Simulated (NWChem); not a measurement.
Molecule: BNH$_{2}$BrF; SMILES B(F)(Br)N

```xyz
6

B     -0.0100     0.9321     0.0000
F     -1.1745     1.5693     0.0000
Br    -0.0243    -0.9989     0.0000
N      1.1881     1.6343     0.0000
H      2.0910     1.1825     0.0000
H      1.2106     2.6462     0.0000
```
Atoms are numbered in this order, from 1.

Program: NWChem. Pople sets run with spherical d functions. All runs use the structure optimised with PBE0/def2-SVP. GIAO values for the isolated, static molecule; σ is the absolute isotropic shielding, δ = σ(reference) − σ with the isolated reference molecule computed at the same levels (11B: boron trifluoride, 19F: trichlorofluoromethane, 1H: tetramethylsilane, 15N: ammonia). Spin-orbit effects, on the heavy nuclei and on their neighbours, are missing.

```csv
level,δ B1 (ppm),δ F2 (ppm),σ Br3 (ppm),δ N4 (ppm),δ H5 (ppm),δ H6 (ppm)
BHandHLYP/pcSseg-1,19.5,-76.9,2589.8,81.5,3.15,3.14
PBE/pcSseg-1,17.2,-100.4,2504.8,89.1,3.04,3.05
B3LYP/6-31G*,[?],[?],[?],[?],[?],[?]
KT2/pcSseg-1,16.0,-112.8,2539.2,83.0,2.99,3.05
```

**Question.** What belongs in the gaps?

**Answer.** 
- B3LYP/6-31G*, δ B1 (ppm): 17.9
- B3LYP/6-31G*, δ F2 (ppm): -79.1
- B3LYP/6-31G*, σ Br3 (ppm): 2624.4
- B3LYP/6-31G*, δ N4 (ppm): 66.5
- B3LYP/6-31G*, δ H5 (ppm): 2.54
- B3LYP/6-31G*, δ H6 (ppm): 2.51
